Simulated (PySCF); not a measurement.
Structure with atom numbers: `[SiH3:1][c:2]1[n:3][n:4][c:5]([CH:6]2[CH2:7][CH2:8]2)[o:9]1`; H(Xn) means a hydrogen on atom n. Ha(C7), Ha(C8) are cis to C5 on the ring; Hb(C7), Hb(C8) are trans to C5 on the ring.

Theory: GFN2-xTB geometry, shielding tensors at PBE0/pcSseg-1 (GIAO), in PySCF (relativity neglected, no solvent, one conformer, one averaged value for each set of equivalent atoms).

Problem. Predict the 2D correlation tables (HSQC, COSY, HMBC).

Solution. 

HSQC (one-bond C–H):
```
                  δH            δC
        2.61 (H(C6))     11.0 (C6)
1.14 (Hb(C7)/Hb(C8))  11.2 (C7/C8)
1.06 (Ha(C7)/Ha(C8))  11.2 (C7/C8)
```

COSY cross peaks (H two or three bonds apart, from the bond graph; peaks can be absent where the dihedral angle is near 90°):
```
                  δH                    δH
        2.61 (H(C6))  1.14 (Hb(C7)/Hb(C8))
        2.61 (H(C6))  1.06 (Ha(C7)/Ha(C8))
1.14 (Hb(C7)/Hb(C8))  1.06 (Ha(C7)/Ha(C8))
```

HMBC (two and three bonds, from the bond graph):
```
                  δH                                   δC
       4.52 (H(Si1))                           165.5 (C2)
        2.61 (H(C6))             177.6 (C5), 11.2 (C7/C8)
1.14 (Hb(C7)/Hb(C8))  177.6 (C5), 11.2 (C7/C8), 11.0 (C6)
1.06 (Ha(C7)/Ha(C8))  177.6 (C5), 11.2 (C7/C8), 11.0 (C6)
```

δ = σ(ref) − σ, references computed at the same level: ¹H and ¹³C vs TMS.

Shifts are as computed. Against solution values, carbons near 30 ppm lie about +3 ppm off and those near 130 ppm about +5 ppm. Of 1211 compounds with measured shifts, 218 miss one by over three times the rms of a fit or turn the order of signals round; such compounds aren't used in these exercises.
